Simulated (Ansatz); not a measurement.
`OC([SiH3])Cl` + CH₃OH → `COC(O)Cl` + SiH₄ at 500 K and 1 bar (substitution at a C–Si bond).

Gas-phase electronic energies from Ansatz, PBE0-D4/def2-TZVP geometries. CBS: MP2 limit from def2 TZ/QZ plus the TZ coupled-cluster correction, frozen cores. This one scheme is used for every species. Each species was taken in one conformer, which may not be the lowest.

| species | CCSD(T)/CBS energy (Eh) | H − E (kJ/mol) | S (J/(mol·K)) |
| --- | --- | --- | --- |
| `OC([SiH3])Cl` | -865.07237 | 192.2 | 378.2 |
| CH₃OH | -115.61712 | 157.0 | 265.4 |
| `COC(O)Cl` | -689.22142 | 240.0 | 380.1 |
| SiH₄ | -291.46306 | 102.4 | 230.9 |

H − E and S are ideal-gas, rigid-rotor, harmonic terms from PBE0-D4/def2-TZVP, for one conformer and one mirror image of each species. 1 Eh = 2625.50 kJ/mol, R = 8.31446 J/(mol·K).

By hand: ΔE, ΔH, ΔS and ΔG.

ΔE = (-689.22142) + (-291.46306) − (-865.07237) − (-115.61712) = 0.00501 Eh = 13.2 kJ/mol. Δ(H − E) = 240.0 + 102.4 − 192.2 − 157.0 = -6.8, so ΔH = 6.4 kJ/mol. ΔS = 380.1 + 230.9 − 378.2 − 265.4 = -32.6 J/(mol·K). ΔG = 6.4 − 500 × (-32.6)/1000 = 22.7 kJ/mol.

By hand: the equilibrium constant, and the temperature at which ΔG would vanish if ΔH and ΔS stayed fixed.

log₁₀ K = −ΔG/(RT ln 10) = -2.4. ΔH and −TΔS have one sign here, so there is no such temperature.

TΔS isn't small against ΔH here. A doubt of 5 kJ/mol in ΔE shifts log₁₀ K by 0.5 here. Other conformers and mirror images would add mixing entropy, several J/(mol·K) or more a flexible species. These are equilibria of isolated gas molecules and say nothing of rates. Largest T1 diagnostic: 0.011 (customary marks: 0.02 for closed shells, 0.045 for open ones).
